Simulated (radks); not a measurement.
Values are calculated unless marked as measured or tabulated.
Numerical settings for neutral calcium, [Ar] 4s2. Code: a radial shooting solver on a logarithmic mesh with Libxc functionals. Model: scalar-relativistic Kohn-Sham, LDA (Slater exchange, Perdew-Wang correlation), spin-unpolarised, spherical densities, finite nucleus; Fermi nuclear charge, rms radius 3.4776 fm. The defaults (mesh step 0.008 in ln r, mesh end at 40 bohr or more with all orbitals vanishing there, Anderson mixing 0.5 over 9 steps, residual threshold near 1e-9 with the energy settled to 1e-9 hartree or 1e-11 of itself, here a cap of 89 iterations) give E = -678.6904 hartree and 4s at -3.864 eV in 13 iterations. Run on one thread of a shared host, so times are rough (Arm Neoverse V1): 0.07 s of CPU time, 0.07 s wall, 13 iterations on 2381 mesh points. Changes against that run (0 stands for a change within the tolerance of the run):

setting                    iterations         converged  E (mhartree)  e(4s) (meV)  CPU (s)
mesh step in ln r 0.08             31                no      diverged            -     0.06
mesh step in ln r 0.005            13               yes             0            0      0.1
mesh step in ln r 0.05             13               yes     +0.000759            0     0.02
mesh end (bohr) 3                  12  level above zero     +2.45e+03    +3.76e+04     0.05
mesh end (bohr) 20                 13               yes             0      +0.0114     0.06
residual threshold 1e-05            9               yes             0      +0.0127     0.05
residual threshold 1e-16           89                no             0            0     0.22
mixing 0.2                         16               yes             0            0     0.08
linear mixing, mixing 0.2          87               yes             0            0     0.29
linear mixing, mixing 0.5          30               yes             0            0     0.12
mixing history 2                   20               yes             0            0     0.09
iteration cap 5                     5                no      -0.00189        +2.88     0.03

Settled on a wrong energy, with an occupied level pushed above zero by the early mesh end: mesh end (bohr) 3 (+2.45 hartree). Apart from these: no run marked as converged misses the energy by more than 1 mhartree. A mesh that ends early acts as a hard wall.
